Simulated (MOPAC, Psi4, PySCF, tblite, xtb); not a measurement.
Dimer BF3 ··· CH3Br (SMILES FB(F)F and CBr) at R = 2.93 Å between the centres of mass, closest contact 2.77 Å (lowest of the rigid-body minima from ten starts at GFN2-xTB). Geometry in Å and degrees:

```
C
H 1 1.0842
H 1 1.0842 2 111.23
H 1 1.0842 2 111.23 3 124.60
Br 1 1.9574 2 107.64 4 117.70
F 4 2.7745 1 108.12 2 163.09
B 6 1.3155 4 103.97 1 9.66
F 7 1.3154 6 120.01 4 -128.15
F 7 1.3155 8 119.99 6 -179.94
```

Computed with: GFN2-xTB (tblite); SAPT0/jun-cc-pVDZ, frozen core (Psi4); revPBE/def2-TZVP, counterpoise-corrected (Psi4); revPBE-D3(BJ)/def2-TZVP, counterpoise-corrected (Psi4); PBE/def2-TZVP, counterpoise-corrected (Psi4); PBE-D3(BJ)/def2-TZVP, counterpoise-corrected (Psi4); HF/aug-cc-pVDZ, counterpoise-corrected (Psi4); MP2/aug-cc-pVDZ = DF-MP2/aug-cc-pVDZ, frozen core, counterpoise-corrected (Psi4); SCS-MP2/aug-cc-pVDZ = DF-SCS-MP2/aug-cc-pVDZ, frozen core, counterpoise-corrected in Psi4 1.11; PM7, restricted, heats of formation (MOPAC); PM3, restricted, heats of formation (MOPAC); GFN1-xTB (xtb); RKS-B3LYP/6-31G* = PySCF with restricted B3LYP/6-31G*, spherical d, no counterpoise correction; RHF/STO-3G = restricted Hartree-Fock/STO-3G, no counterpoise correction in PySCF; RHF/LANL2DZ = restricted Hartree-Fock/LANL2DZ, with its core potentials past Ne, no counterpoise correction (PySCF 2.14.0); RHF/6-31G* = restricted Hartree-Fock/6-31G*, spherical d, no counterpoise correction (PySCF 2.14.0).

Q: What interaction energy does each level give?

A: 
```csv
method,E_int / kJ/mol
GFN2-xTB,-15.99
GFN1-xTB,-14.69
PBE-D3(BJ)/def2-TZVP,-9.23
PM3,-8.03
RHF/STO-3G,-7.96
SAPT0/jun-cc-pVDZ,-5.40
revPBE-D3(BJ)/def2-TZVP,-5.10
RKS-B3LYP/6-31G*,-3.96
PM7,-3.54
MP2/aug-cc-pVDZ,-3.26
PBE/def2-TZVP,-2.35
RHF/LANL2DZ,-1.60
SCS-MP2/aug-cc-pVDZ,0.69
RHF/6-31G*,3.02
HF/aug-cc-pVDZ,8.76
revPBE/def2-TZVP,10.22
```
